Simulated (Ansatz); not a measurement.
Relaxation of CH4BFO (8 atoms, charge 0, multiplicity 1), to a largest force component of 0.02 eV/Å in at most 40 steps.

Level of theory: RKS PBE0-D4/6-31G* (Ansatz 0.2.0).

```xyz
8
Properties=species:S:1:pos:R:3
B 0.000 0.000 0.000
C 0.000 0.000 1.600
H -1.000 -0.309 1.970
H 0.768 -0.711 1.970
H 0.232 1.020 1.970
O 1.221 0.000 -0.705
H 1.521 -0.952 -0.860
F -1.143 0.000 -0.660
```

**Question.** Where does it end, and by what steps?

**Answer.** The run converged. The force dipped under the threshold on the way, but the program's further checks kept it going. After 23 steps the energy has fallen by 0.669 eV; O6 moved furthest, 0.72 Å.

```json
{"step": "0", "energy less start (eV)": "0.0000", "largest force component (eV/Å)": "1.929", "accepted": "yes"}
{"step": "1", "energy less start (eV)": "-0.0883", "largest force component (eV/Å)": "1.228", "accepted": "yes"}
{"step": "2", "energy less start (eV)": "-0.1271", "largest force component (eV/Å)": "0.424", "accepted": "yes"}
{"step": "3", "energy less start (eV)": "-0.1408", "largest force component (eV/Å)": "0.329", "accepted": "yes"}
{"step": "4", "energy less start (eV)": "-0.1610", "largest force component (eV/Å)": "1.561", "accepted": "yes"}
{"step": "5", "energy less start (eV)": "-0.4196", "largest force component (eV/Å)": "1.005", "accepted": "yes"}
{"step": "6", "energy less start (eV)": "-0.4830", "largest force component (eV/Å)": "2.852", "accepted": "yes"}
{"step": "7", "energy less start (eV)": "-0.6195", "largest force component (eV/Å)": "0.635", "accepted": "yes"}
{"step": "8", "energy less start (eV)": "-0.5879", "largest force component (eV/Å)": "0.882", "accepted": "no"}
{"step": "9", "energy less start (eV)": "-0.6553", "largest force component (eV/Å)": "0.108", "accepted": "yes"}
{"step": "10", "energy less start (eV)": "-0.6593", "largest force component (eV/Å)": "0.096", "accepted": "yes"}
{"step": "11", "energy less start (eV)": "-0.6580", "largest force component (eV/Å)": "0.451", "accepted": "no"}
{"step": "12", "energy less start (eV)": "-0.6618", "largest force component (eV/Å)": "0.049", "accepted": "yes"}
{"step": "13", "energy less start (eV)": "-0.6634", "largest force component (eV/Å)": "0.105", "accepted": "yes"}
{"step": "14", "energy less start (eV)": "-0.6609", "largest force component (eV/Å)": "0.276", "accepted": "no"}
{"step": "15", "energy less start (eV)": "-0.6654", "largest force component (eV/Å)": "0.055", "accepted": "yes"}
{"step": "16", "energy less start (eV)": "-0.6668", "largest force component (eV/Å)": "0.079", "accepted": "yes"}
{"step": "17", "energy less start (eV)": "-0.6673", "largest force component (eV/Å)": "0.144", "accepted": "yes"}
{"step": "18", "energy less start (eV)": "-0.6677", "largest force component (eV/Å)": "0.171", "accepted": "yes"}
{"step": "19", "energy less start (eV)": "-0.6684", "largest force component (eV/Å)": "0.087", "accepted": "yes"}
{"step": "20", "energy less start (eV)": "-0.6689", "largest force component (eV/Å)": "0.018", "accepted": "yes"}
{"step": "21", "energy less start (eV)": "-0.6691", "largest force component (eV/Å)": "0.022", "accepted": "yes"}
{"step": "22", "energy less start (eV)": "-0.6692", "largest force component (eV/Å)": "0.022", "accepted": "yes"}
{"step": "23", "energy less start (eV)": "-0.6693", "largest force component (eV/Å)": "0.016", "accepted": "yes"}
```

```xyz
8
Properties=species:S:1:pos:R:3
B 0.159 -0.118 0.102
C -0.016 0.016 1.650
H -0.923 -0.505 1.982
H 0.837 -0.386 2.202
H -0.149 1.068 1.932
O 1.272 -0.669 -0.443
H 1.221 -0.675 -1.408
F -0.802 0.317 -0.730
```

Whether the end is a true minimum wasn't checked by a vibrational analysis.

The run took 96 s on 1 thread of Arm Neoverse N1 (shared host), peak memory 0.15 GiB.
